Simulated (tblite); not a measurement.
Compound: C5H2F6.
Atom-mapped SMILES: `[F:1][C@H:2]1[CH:3]=[C:4]1[C:5]([F:6])([F:7])[C:8]([F:9])([F:10])[F:11]` (hydrogens: H12 on C2; H13 on C3)

Computed with GFN2-xTB (tblite), gas phase: nudged elastic band of 9 images (0 to 8), spring 0.2 eV/Å², climbing image at the end, force threshold 0.05 eV/Å. No saddle search or frequency run followed, so the top image need not be a first-order saddle, and its height can exceed the method's true barrier by a kcal/mol or more.

The band describes a rotation about C5–C8 (CF2 carbon, CF3 carbon), followed by the dihedral C4–C5–C8–F9, from the optimised start (64°) to a second optimised geometry at -176°.

**Question.** How does the energy change from image to image?

**Answer.** 
```
image  dihedral (°)  E (kJ/mol)  C5–C8 (Å)  C4···F9 (Å)  largest true force (eV/Å)
    0            64        0.00      1.560         2.91                       0.01
    1            77        1.39      1.563         3.05                       0.05
    2            92        4.41      1.568         3.20                       0.05
    3           107        7.54      1.573         3.34                       0.05
    4           123        8.99      1.575         3.47                       0.05
    5           138        7.74      1.572         3.57                       0.06
    6           153        4.47      1.566         3.63                       0.06
    7           169        1.24      1.561         3.67                       0.05
    8          -176        0.01      1.560         3.67                       0.01
```

Barriers of this band. The top is image 4 at 123°: 9.0 kJ/mol in either direction, as the ends lie within 0.002 eV of each other. The central bond is 0.015 Å longer at the top than at the start.

**Question.** What rate follows at 298 K for crossing this barrier forward?

**Answer.** Taking the electronic barrier for the free energy of activation (no zero-point or entropy terms, transmission 1), rate = (kT/h)·exp(−ΔE/kT) ≈ 2 × 10^11 s⁻¹, whose inverse is 6 × 10^-12 s. An error of 1 kcal/mol in the barrier changes this by a factor of 5, and the method and the loose band can each miss by that much or more. The barrier is only 3.6 kT, where transition-state theory is rough.

The cost below is that of the whole band run. The run took about 8 s of CPU time (one thread, shared machine).
